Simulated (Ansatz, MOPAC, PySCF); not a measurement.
CHN (SMILES C#N) and GeH4 (SMILES [GeH4]) are pulled apart as rigid monomers along the line of their centres of mass, from the B3LYP-D3(BJ)/def2-TZVP minimum. Starting geometry (charge 0, multiplicity 1):
| atom | x (Å) | y (Å) | z (Å) |
|---|---|---|---|
| C | -0.1556 | -0.0408 | 0.5189 |
| N | -0.3097 | 0.4319 | -0.5140 |
| H | -0.0117 | -0.4775 | 1.4829 |
| Ge | 0.1191 | 0.0050 | 4.7260 |
| H | -0.5321 | 1.2397 | 4.0874 |
| H | -0.7960 | -0.5727 | 5.8121 |
| H | 1.4841 | 0.3764 | 5.3179 |
| H | 0.3257 | -1.0618 | 3.6321 |

Interaction energies with rigid monomers; basis-set methods are counterpoise corrected unless marked otherwise.

Cores are frozen in the correlated methods. Filled d and f shells under p-block atoms count as core. Rows in 6-31G* carry no dispersion term and start afresh at each structure (6-31G* with six Cartesian d functions); the Pople sets are all-electron and without relativity. The state reached by PM7 isn't checked; PM7 holds dispersion and hydrogen-bond terms.

Codes used: Ansatz (Gaussian orbitals); MOPAC for PM7 (differences of heats of formation); PySCF for 6-31G* rows, the dispersion terms. Each number belongs to the level named beside it.

| H3···H8 (Å) | PM7 (kcal/mol) | PBE-D4/def2-TZVPPD (kcal/mol) | B3LYP/6-31G* (kcal/mol) | PBE0/def2-TZVPPD (kcal/mol) | CCSD(T)/aug-cc-pVDZ (kcal/mol) |
|---|---|---|---|---|---|
| 2.03 | -0.14 | [?] | 0.29 | -0.15 | -0.14 |
| 2.25 | -0.18 | -1.01 | -0.14 | -0.44 | -0.56 |
| 2.58 | -0.09 | -0.87 | -0.25 | -0.47 | -0.62 |
| 3.14 | 0.05 | -0.47 | [?] | -0.28 | -0.39 |
| 4.03 | 0.01 | -0.12 | -0.04 | -0.10 | -0.16 |

**Question.** Some entries are withheld; supply them.

**Answer.** 
- 2.03, PBE-D4/def2-TZVPPD (kcal/mol): -0.84
- 3.14, B3LYP/6-31G* (kcal/mol): -0.13

Ansatz is a first-principles code.
